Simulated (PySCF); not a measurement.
Electrostatic potential from atomic charges

Species: AlCl2Me (`[CH3][Al]([Cl])[Cl]`). Coordinates (PBE0-D3(BJ)/def2-SVP, Å) and charges (e) from the PBE0/pcSseg-1 (pcSseg-2 on Al) density (PySCF):

```
atom       x       y       z  Mulliken      IAO  Hirshfeld  ESP-fitted
 Al1   0.476   0.828   0.003   +0.8235  +1.0161    +0.5410     +0.8043
 Cl2   2.574   0.886   0.031   -0.3185  -0.3523    -0.2065     -0.3160
 Cl3  -0.496   2.688  -0.067   -0.3182  -0.3517    -0.2061     -0.3144
  C4  -0.493  -0.843   0.018   -0.6481  -0.8181    -0.2655     -0.5348
  H5  -0.584  -1.231  -1.011   +0.1530  +0.1689    +0.0472     +0.1264
  H6  -1.512  -0.722   0.417   +0.1542  +0.1684    +0.0447     +0.1151
  H7   0.034  -1.607   0.609   +0.1541  +0.1687    +0.0451     +0.1195
```

Points outside the species (Å): A (6.7, -1.5, 2.1); B (4.0, -4.6, -0.7); C (-1.4, 1.7, -4.6); D (2.4, -2.2, -3.8).

**Question.** Find the potential V = 14.3996 V·Å × Σ q/r of each set of charges at these points.

**Answer.** In volts:

```csv
point,nearest atom,distance (Å),Mulliken,IAO,Hirshfeld,ESP-fitted
A,Cl2,5.20,-0.088,-0.082,-0.051,-0.086
B,H7,5.14,+0.048,+0.028,+0.023,+0.048
C,H5,4.71,+0.108,+0.137,+0.081,+0.114
D,H5,4.20,+0.127,+0.127,+0.081,+0.132
```

**Question.** How far are the other sets from the ESP-fitted one at these points?

**Answer.** Root-mean-square difference: Mulliken 0.004 V, IAO 0.015 V, Hirshfeld 0.038 V. The ESP scheme fits charges at the nuclei, held to the total charge, to the electrostatic potential on points at 1.4 to 2.0 times the van der Waals radii.

**Question.** What energy would a point charge of -2 e have at D in the field of the ESP charges, leaving out polarisation?

**Answer.** -0.265 eV = -25.5 kJ/mol, an attraction.

Geometry: PBE0-D3(BJ)/def2-SVP; no solvent, vibrations or thermal averaging.

The run behind these numbers computed NMR shieldings as well. Hardware: an x86-64 server with one thread (shared host). Cost: 10 s.
